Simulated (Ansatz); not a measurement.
Ansatz results at the PBE0-D4/def2-TZVP geometry: ideal-gas entropy at 298 K and 1 bar (rigid rotor, harmonic PBE0-D4/def2-TZVP) 374 J/(mol·K); HOMO–LUMO gap (PBE0/def2-TZVPP) 6.77 eV; HOMO energy (PBE0/def2-TZVPP) -6.64 eV.

Task: Which molecule gave them?
A. `C=C(O)B(O)O`
B. `[BH]1N[SiH2][Zn]1`
C. `C[Si]1([SiH3])CC1`
D. `C=C(C)[SiH2][SiH3]`

Result: C. The others give `C=C(C)[SiH2][SiH3]`: 382, 7.01, -7.41; `[BH]1N[SiH2][Zn]1`: 316, 3.78, -5.72; `C=C(O)B(O)O`: 333, 6.57, -6.94.
